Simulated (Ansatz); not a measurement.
Calculated with Ansatz (gas phase, PBE0-D4/def2-TZVP geometries, no zero-point term in ΔE). CCSD(T)/CBS is the MP2 limit (def2-TZVPP, def2-QZVPP) plus CCSD(T) − MP2 in def2-TZVPP, frozen cores. This one scheme is used for every species. Functionals use def2-TZVPP. B3LYP here is the variant with VWN-RPA as its local correlation; programs differ in this. Elements past krypton have def2 core potentials. For Sn outer-core shells are correlated without core-valence functions, which leaves a few kJ/mol of doubt a bond.

Consider the stannylene formation by 1,1-elimination: `C#[C][SnH]([CH3])[Cl]` → `C#C` + `[CH3][Sn][Cl]`.

CCSD(T)/CBS gives +0.46 eV.

Task: Another level gave +0.24 eV. Which?
A. RPA@PBE/def2-TZVPP
B. PBE-D4/def2-TZVPP
C. B3LYP/def2-TZVPP
D. BLYP/def2-TZVPP

Result: B. PBE-D4 0.24, B3LYP 0.03, RPA@PBE/def2-TZVPP 0.47, BLYP -0.15 eV.

Largest T1 diagnostic among the species: 0.013.

At CCSD(T), def2-SVP lies −0.03 eV from the extrapolated value and def2-TZVPP +0.06 eV. From PBE to PBE0 (25 % exact exchange), in def2-TZVPP and without D4, ΔE moves by +0.17 eV. In def2-TZVPP, CCSD(T) changes the Hartree–Fock value by +0.20 eV (the triples alone add +0.05 eV) and MP2 by +0.21 eV.
